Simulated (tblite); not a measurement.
C₅H₁₂OSSi.
SMILES with atom numbers: `[CH3:1][O:2][C@@H:3]1[C@H:4]([CH3:5])[Si@H:6]1[S:7][CH3:8]` (hydrogens: H9, H10, H11 on C1; H12 on C3; H13 on C4; H14, H15, H16 on C5; H17 on Si6; H18, H19, H20 on C8)

Structure used (GFN2-xTB), in Å, numbered top down from 1:
```
atom  x, y, z in Å
C1    -2.5299   -1.4760   -1.1702
O2    -2.1402   -0.2820   -0.5471
C3    -1.0467   -0.4480    0.3015
C4    -0.2739    0.8362    0.6325
C5    -0.8390    2.1317    0.1066
Si6    0.6820   -0.3703   -0.4661
S7     2.2471   -1.5366    0.3935
C8     3.5978   -0.3118    0.3693
H9    -1.7071   -1.8872   -1.7708
H10   -2.8315   -2.2298   -0.4328
H11   -3.3751   -1.2362   -1.8126
H12   -1.2612   -1.1155    1.1380
H13    0.0023    0.9002    1.6822
H14   -1.7100    2.4242    0.6914
H15   -1.1540    2.0111   -0.9254
H16   -0.0998    2.9289    0.1620
H17    0.8444   -0.0592   -1.8724
H18    3.3259    0.5440    0.9779
H19    3.7927   -0.0088   -0.6539
H20    4.4709   -0.8044    0.7837
```

Calculated harmonic vibrations of the isolated species, GFN2-xTB (tblite), most abundant isotopes, no scaling. The method is semi-empirical: single wavenumbers can be off by several per cent or more. Modes of hydrogen on silicon can be 10 to 20 % off. One conformer, not necessarily the lowest.

Harmonic wavenumbers (cm⁻¹): 30.9, 66.7, 95.8, 106.2, 135.0, 142.9, 170.1, 182.3, 202.8, 222.1, 286.6, 356.8, 469.6, 515.7, 541.9, 606.8, 664.8, 717.2, 744.9, 876.8, 942.7, 954.9, 960.1, 974.7, 1010.5, 1071.0, 1106.1, 1126.2, 1133.3, 1172.8, 1199.1, 1273.1, 1317.6, 1317.9, 1403.6, 1410.1, 1451.2, 1458.1, 1463.7, 1486.6, 1490.2, 1499.6, 2360.8, 2880.7, 2905.3, 2916.7, 2988.7, 3009.2, 3019.5, 3024.2, 3037.5, 3044.0, 3058.2, 3060.7.

A = 2367, B = 807.5, C = 652.5 MHz; mass 148.038 u (most abundant isotopes); point group C1, symmetry number 1.

**Question.** Zero-point energy?

**Answer.** ½Σν̃ = 34832 cm⁻¹ = 99.59 kcal/mol.

**Question.** What is S at 400 K and 1 bar for an ideal gas of classical rigid rotors and harmonic oscillators?

**Answer.** Translation 42.37, rotation 30.81, vibration 50.00: S = 123.2 cal/(mol K).

**Question.** And Cp and H(400 K) − H(0)?

**Answer.** Cp = 52.37 cal/(mol K), of which vibrations give 44.42 (their classical limit is 54 R = 107.3); H(400 K) − H(0) = 12.97 kcal/mol without the zero-point energy, 9.79 from vibrations.

**Question.** Which modes carry the vibrational entropy at 400 K?

**Answer.** 30.9 cm⁻¹: 6.35; 66.7 cm⁻¹: 4.83; 95.8 cm⁻¹: 4.11; 106.2 cm⁻¹: 3.91; 135.0 cm⁻¹: 3.44; 142.9 cm⁻¹: 3.33 cal/(mol K); the other 48 give 24.01 together.

**Question.** What must be added to the electronic energy to get the Gibbs energy at 400 K and 1 bar?

**Answer.** ZPE + [H(400 K) − H(0)] − T·S = 99.59 + 12.97 − 49.27 = 63.29 kcal/mol.

**Question.** Blend soft modes into free rotors: weight 1/[1 + (100 cm⁻¹/ν̃)⁴] for the oscillator and the rest for a rotor with moment μB/(μ + B), μ = h/(8π²ν), B = 10⁻⁴⁴ kg m². What vibrational entropy results?

**Answer.** 45.72 cal/(mol K) in place of 50.00, which changes −T·S at 400 K by +1.71 kcal/mol.

**Question.** How do the functions run with temperature in this model?

**Answer.** 
| T (K) | S (cal/(mol K)) | Cp (cal/(mol K)) | H − H(0) (kcal/mol) | G − H(0) (kcal/mol) | ln q(vib) |
| --- | --- | --- | --- | --- | --- |
| 150 | 85.4 | 28.6 | 2.85 | -9.96 | 4.50 |
| 250 | 102.2 | 38.0 | 6.18 | -19.37 | 8.03 |
| 298.15 | 109.3 | 42.7 | 8.12 | -24.46 | 9.63 |
| 600 | 147.5 | 67.7 | 25.06 | -63.43 | 18.75 |
| 900 | 178.1 | 82.9 | 47.83 | -112.42 | 26.79 |

q(vib) and H(0) count from the zero-point level.

Hindered rotation and anharmonicity are outside this model. Other conformers, if any are populated, would add a mixing term that is left out. The structure is chiral; the term R ln 2 for an equal mix with its mirror image is left out.
